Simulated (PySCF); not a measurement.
## Radial density of Sm (samarium, neutral)

PBEsol, [Xe] 4f5 6s2 6p1, one real determinant (an excited configuration). Calculation: PySCF 2.14, in x2c-TZVPPall with one added diffuse shell each of s, p, d, f type (12s8p8d5f2g, 129 functions); scalar relativity by spin-free X2C-1e.

```
r (bohr)  4πr²ρ (e/bohr)  4πr²(ρα − ρβ)
  0.0264           73.00         0.0050
  0.0445           85.84         0.0090
  0.0748           108.2         0.0015
   0.126           80.72         0.0540
   0.212           94.14         0.6891
   0.356           39.67         3.1981
   0.599           43.48         5.6499
    1.01           14.79         3.5482
    1.69           6.522         0.8006
    2.85           1.232         0.1292
    4.79          0.6028         0.2466
    8.06         0.06122         0.0497
    13.6       0.0006840         0.0005
```

Densities and radii are taken from the X2C orbitals without a picture-change correction, which distorts them close to the nucleus.

⟨L²⟩ = 28.31 against 42 for a pure I term, so this real determinant mixes terms. Spin-orbit coupling, absent here, splits the open shell strongly. ⟨S²⟩ = 12.62 against 12.00 shows spin contamination. The s, p, d and f populations moved away from the nominal configuration during the SCF.
